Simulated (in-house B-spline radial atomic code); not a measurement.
## Ca⁴⁺: [He] 2s2 2p5 3s2 3p4 4f1 (an excited or competing configuration)

Level of theory: non-relativistic LDA exchange-only, spin-polarised, spherical fractional occupations, point nucleus; calculated with a B-spline radial code for spherical atoms.

Screening seen three ways: the hydrogenic charge with the same mean radius, Z_r = [3n² - l(l+1)]/(2<r>), the one with the same energy, Z_e = n√(-2ε), and Slater's rules. Values are occupation-weighted means over spin.

```csv
shell,electrons,ε (eV),<r> (bohr),Z_r,Z_e,Slater
1s,2,-4039.8,0.07749,19.36,17.23,19.70
2s,2,-508.06,0.3608,16.63,12.22,16.20
2p,5,-437.5,0.3199,15.63,11.34,16.20
3s,2,-110.05,1.046,12.90,8.53,10.30
3p,4,-91.423,1.078,11.60,7.78,10.30
4f,1,-19.212,3.278,5.49,4.75,5.00
```

The least bound orbital is 4f up at -19.21 eV, and it is also the most diffuse (<r> = 3.278 bohr). The part-filled 2p shell lies below the filled 3s shell in orbital energy.
